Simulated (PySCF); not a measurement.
C5H8Si.
Atom-mapped SMILES: `[CH:1]#[C:2][SiH:3]1[CH2:4][CH2:5][CH2:6]1` (hydrogens: H7 on C1; H8 on Si3; H9, H10 on C4; H11, H12 on C5; H13, H14 on C6)

Computed, not measured: PBE0-D3(BJ)/def2-SVP geometry optimisation, gas phase in PySCF 2.14.0.

(1) What internal coordinates does the optimisation give?

## Answers

(1) 
```json
{"bond": "C1≡C2", "length (bohr)": "2.301"}
{"bond": "C2–Si3", "length (bohr)": "3.467"}
{"bond": "Si3–C4, Si3–C6", "length (bohr)": "3.575"}
{"bond": "C4–C5, C5–C6", "length (bohr)": "2.936"}
{"bond": "C1–H7", "length (bohr)": "2.033"}
{"bond": "Si3–H8", "length (bohr)": "2.822"}
{"bond": "C4–H9, C6–H14", "length (bohr)": "2.082"}
{"bond": "C4–H10, C6–H13", "length (bohr)": "2.076"}
{"bond": "C5–H11", "length (bohr)": "2.084"}
{"bond": "C5–H12", "length (bohr)": "2.083"}
```

Bonds in one row agree within 0.02 bohr and their mean is given. A selection of angles:
```json
{"angle": "C2–C1–H7", "degrees": "179.8"}
{"angle": "C1–C2–Si3", "degrees": "178.3"}
{"angle": "C2–Si3–C4", "degrees": "119.5"}
{"angle": "C2–Si3–H8", "degrees": "108.4"}
{"angle": "C4–Si3–C6", "degrees": "78.6"}
{"angle": "C4–Si3–H8", "degrees": "114.3"}
{"angle": "Si3–C4–C5", "degrees": "86.5"}
{"angle": "Si3–C4–H9", "degrees": "110.3"}
{"angle": "Si3–C4–H10", "degrees": "121.8"}
{"angle": "C5–C4–H9", "degrees": "111.3"}
{"angle": "C5–C4–H10", "degrees": "116.8"}
{"angle": "H9–C4–H10", "degrees": "108.6"}
{"angle": "C4–C5–C6", "degrees": "101.0"}
{"angle": "C4–C5–H11", "degrees": "114.7"}
{"angle": "C4–C5–H12", "degrees": "109.8"}
{"angle": "H11–C5–H12", "degrees": "106.8"}
{"angle": "Si3–C6–C5", "degrees": "86.5"}
```

Torsions: C2–Si3–C4–C5 -136° (anticlinal); Si3–C4–C5–C6 23° (synperiplanar); C4–C5–C6–Si3 -23° (synperiplanar); C2–Si3–C6–C5 136° (anticlinal).

Si3 (SiH silicon) has angles from 78.6° to 119.5°. The C–Si distances run from 1.835 Å (C2–Si3, drawn single) to 1.892 Å (Si3–C4, drawn single), a spread of 0.057 Å. The 4-membered ring Si3–C4–C5–C6 has internal angles of 78.6° to 101.0°; it is puckered, 0.15 Å rms from its mean plane, widest ring torsion 23°. The C–C distances run from 1.218 Å (C1≡C2, drawn triple) to 1.554 Å (C4–C5, drawn single), a spread of 0.336 Å.

Point group: Cs (tolerance 0.08 Å). No PBE0-D3(BJ)/def2-SVP frequencies stand behind this structure, so it isn't proved a minimum. The numbers are those of one conformer.
